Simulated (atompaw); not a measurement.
## Which change was made? (H, PAW (atompaw))

H (Z = 1), PAW, made with atompaw 4.2.0.5 (PBE, scalar-relativistic). Core none, reference 1s1. Waves: 1s (bound): rc 0.70 bohr; 1s channel at 0.3 Ry: rc 0.70 bohr; 2p channel at -0.15 Ry: rc 0.70 bohr; 2p channel at 2.35 Ry: rc 0.70 bohr. Local part: troulliermartins scheme with l = 2 at 0 Ry, radius 0.65 bohr. Core correction: none. Augmentation charge: sinc compensation charge, radius 0.65 bohr; PAW radius 0.70 bohr; waves and projectors: custom polynom gramschmidtortho.

Cutoffs, loose and tight: the cutoffs (Ry, on a coarse ladder) from which the occupation-weighted sum of valence levels, in a spherical-Bessel basis at the reference potential, stays within 10 and 1 mRy of its value at 400 Ry. They see the waves, projectors and local potential, not the compensation charge or the core.

The base gives: outcome: generated; cutoff, loose: 25 Ry; cutoff, tight: 55 Ry; bound ghosts: none.

(1) After one change the result is: outcome: generated; cutoff, loose: 35 Ry; cutoff, tight: 80 Ry; bound ghosts: none. Which change was it?
A. all radii scaled by about 0.74 (s 0.52, p 0.52 bohr); local potential troulliermartins scheme with l = 2 at 0 Ry, radius 0.48 bohr; augmentation sinc compensation charge, radius 0.48 bohr; PAW radius 0.52 bohr; waves and projectors: custom polynom gramschmidtortho
B. all radii scaled by about 0.91 (s 0.64, p 0.64 bohr); local potential troulliermartins scheme with l = 2 at 0 Ry, radius 0.60 bohr; augmentation sinc compensation charge, radius 0.60 bohr; PAW radius 0.64 bohr; waves and projectors: custom polynom gramschmidtortho
C. all radii scaled by about 1.20 (s 0.84, p 0.84 bohr); local potential troulliermartins scheme with l = 2 at 0 Ry, radius 0.78 bohr; augmentation sinc compensation charge, radius 0.78 bohr; PAW radius 0.84 bohr; waves and projectors: custom polynom gramschmidtortho

Results:

(1) A. The others give: all radii scaled by about 0.91 (s 0.64, p 0.64 bohr); local potential troulliermartins scheme with l = 2 at 0 Ry, radius 0.60 bohr; augmentation sinc compensation charge, radius 0.60 bohr; PAW radius 0.64 bohr; waves and projectors: custom polynom gramschmidtortho → outcome: generated; cutoff, loose: 30 Ry; cutoff, tight: 60 Ry; bound ghosts: none | all radii scaled by about 1.20 (s 0.84, p 0.84 bohr); local potential troulliermartins scheme with l = 2 at 0 Ry, radius 0.78 bohr; augmentation sinc compensation charge, radius 0.78 bohr; PAW radius 0.84 bohr; waves and projectors: custom polynom gramschmidtortho → outcome: generated; cutoff, loose: 21 Ry; cutoff, tight: 40 Ry; bound ghosts: none.
